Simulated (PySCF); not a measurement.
**Electronic structure of Rb (rubidium, neutral) at the UHF level**

Configuration: [Kr] 4d1, 2D determinant (an excited configuration). All numbers are calculated (PySCF 2.14, scalar relativity by spin-free X2C-1e, in x2c-TZVPPall with one added diffuse shell each of s, p, d, f type (9s7p7d3f1g, 95 functions)).

* Total energy: -2979.037076 hartree
* One-electron energy: -4129.1785 hartree
* Hartree (Coulomb) energy: 1249.8643 hartree
* Exchange energy: -99.7228 hartree
* ⟨S²⟩: 0.7501
* ⟨L²⟩: 6.000
* Sum of ⟨r⟩: 33.12 bohr
* Sum of ⟨r²⟩: 130.4 bohr²
* Traceless quadrupole moment −½Σ⟨3z² − r²⟩ along its main axis: 28.2 e·bohr²
* Langevin diamagnetic susceptibility: -103 ×10⁻⁶ cm³/mol

| shell | electrons | mean orbital energy (hartree) | spread (hartree) | rms radius, mean of both spins (bohr) |
| --- | --- | --- | --- | --- |
| 1s β | 1 | -561.84625 | 0 | 0.0464 |
| 1s α | 1 | -561.84617 | 0 | 0.0464 |
| 2s α | 1 | -77.53451 | 0 | 0.192 |
| 2s β | 1 | -77.53449 | 0 | 0.192 |
| 2p α | 3 | -68.55268 | 0.00003 | 0.171 |
| 2p β | 3 | -68.55268 | 0.00007 | 0.171 |
| 3s β | 1 | -12.62334 | 0 | 0.543 |
| 3s α | 1 | -12.62325 | 0 | 0.543 |
| 3p β | 3 | -9.64842 | 0.00026 | 0.557 |
| 3p α | 3 | -9.64833 | 0.00027 | 0.557 |
| 3d α | 5 | -4.70997 | 0.00049 | 0.578 |
| 3d β | 5 | -4.70990 | 0.00035 | 0.578 |
| 4s α | 1 | -1.63275 | 0 | 1.57 |
| 4s β | 1 | -1.63241 | 0 | 1.57 |
| 4p α | 3 | -0.87692 | 0.00051 | 1.85 |
| 4p β | 3 | -0.87546 | 0.00277 | 1.85 |
| 4d α | 1 | -0.05957 | 0 | 9.94 |

Densities and radii are taken from the X2C orbitals without a picture-change correction, which distorts them close to the nucleus.

Spin-orbit constants ζ (cm⁻¹) from the X2C one-electron operator on these orbitals: bare nucleus, nucleus screened by l(l+1)(2l+1)/3 electrons, and screened by the Breit-Pauli mean field of the electrons.

```json
{"shell": "2p", "bare": "334600", "screened nucleus": "316500", "mean field": "n/a"}
{"shell": "3p", "bare": "50640", "screened nucleus": "47900", "mean field": "n/a"}
{"shell": "3d", "bare": "6562", "screened nucleus": "4789", "mean field": "n/a"}
{"shell": "4p", "bare": "4483", "screened nucleus": "4240", "mean field": "n/a"}
{"shell": "4d", "bare": "7.632", "screened nucleus": "5.569", "mean field": "n/a"}
```

To first order the Landé constant is A = 5.569 cm⁻¹, so the lowest level has J = 3/2 and lies 0.00104 eV below the centre of the term.
